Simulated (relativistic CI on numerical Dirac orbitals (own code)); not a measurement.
## Mn³⁺ in a cubic cluster: 3s photoemission with charge transfer

Computed with a charge-transfer multiplet model of a cubic metal-ligand cluster with up to 2 ligand holes, Slater and spin-orbit integrals from Dirac-Coulomb-Breit ions, Slater integrals scaled by 0.9. The ground state mixes d4 with configurations of k ligand holes L, whose averages lie at kΔ + k(k − 1)U_dd/2; a core hole lowers each added d electron by U_cd. 300 K, Lorentzian 1.4 eV and Gaussian 0.8 eV FWHM.

Atomic integrals in eV (Slater integrals scaled, ζ unscaled), ground: F2dd 10.219, F4dd 6.393, zeta_d 0.043; with the core hole: F2dd 11.159, F4dd 7.022, zeta_d 0.051, G2cd 11.113.

Cluster parameters (eV): U_dd = 7, U_cd = 8.5, 10Dq = 0.85, 10Dq(ligand) = 0.7, V(eg) = 2.5, V(t2g) = -1.31, final-state hopping factor = 0.9.

| Case | n_d | d4 | d5L | d6L2 | S |
| --- | --- | --- | --- | --- | --- |
| Δ = 4.9 eV | 4.41 | 0.61 | 0.36 | 0.03 | 2.00 |
| Δ = 5.9 eV | 4.35 | 0.67 | 0.31 | 0.02 | 2.00 |
| Δ = 7.9 eV | 4.25 | 0.76 | 0.23 | 0.01 | 2.00 |

Weights, n_d and S are thermal averages at 300 K. Binding energies count from the first peak over 30 % of the highest in each spectrum, which can be another peak from case to case. The parameters are a model scan and need not match a compound or its usual spin state. Peaks in eV (height, largest 100):
- Δ = 4.9 eV: 0.0 (100), 5.6 (38), 12.2 (82), 21.3 (27)
- Δ = 5.9 eV: 0.0 (100), 5.5 (46), 12.2 (82), 21.1 (28)
- Δ = 7.9 eV: 0.0 (100), 5.2 (57), 12.2 (80), 20.6 (19)

Curve for Δ = 5.9 eV (points under 2 left out, the grid thinned):

| E (eV) | Intensity |
| --- | --- |
| -3.7 | 4.8 |
| -3.0 | 6.9 |
| -2.4 | 10.4 |
| -1.7 | 19.4 |
| -1.1 | 39.0 |
| -0.4 | 85.4 |
| 0.2 | 95.8 |
| 0.9 | 50.2 |
| 1.6 | 22.8 |
| 2.2 | 14.5 |
| 2.9 | 11.3 |
| 3.5 | 11.8 |
| 4.2 | 17.6 |
| 4.8 | 31.5 |
| 5.5 | 46.5 |
| 6.2 | 32.8 |
| 6.8 | 22.4 |
| 7.5 | 18.4 |
| 8.1 | 17.9 |
| 8.8 | 19.2 |
| 9.4 | 25.1 |
| 10.1 | 38.9 |
| 10.7 | 42.4 |
| 11.4 | 52.9 |
| 12.1 | 81.1 |
| 12.7 | 68.5 |
| 13.4 | 33.7 |
| 14.0 | 19.6 |
| 14.7 | 11.7 |
| 15.3 | 8.4 |
| 16.0 | 7.0 |
| 16.7 | 6.5 |
| 17.3 | 6.5 |
| 18.0 | 7.1 |
| 18.6 | 7.5 |
| 19.3 | 8.4 |
| 19.9 | 12.2 |
| 20.6 | 23.2 |
| 21.3 | 26.3 |
| 21.9 | 15.9 |
| 22.6 | 7.4 |
| 23.2 | 4.5 |
| 23.9 | 3.0 |
| 24.5 | 2.4 |
| 25.2 | 2.0 |

For the case Δ = 4.9 eV, Δ = 4.9 eV is smaller than U_dd = 7 eV, the charge-transfer side of the Zaanen-Sawatzky-Allen scheme. With the core hole the configuration with one ligand hole lies at Δ − U_cd = -3.6, -2.6, -0.6 eV from the one without, in the order of the table; where this is negative the screened configuration lies lower, though the effective hopping of about 4.2 eV (from the holes of the mixed ground state) mixes the two strongly wherever it is as large as the gap.

Without intra-shell correlation the exchange splitting of the 3s hole comes out too large.
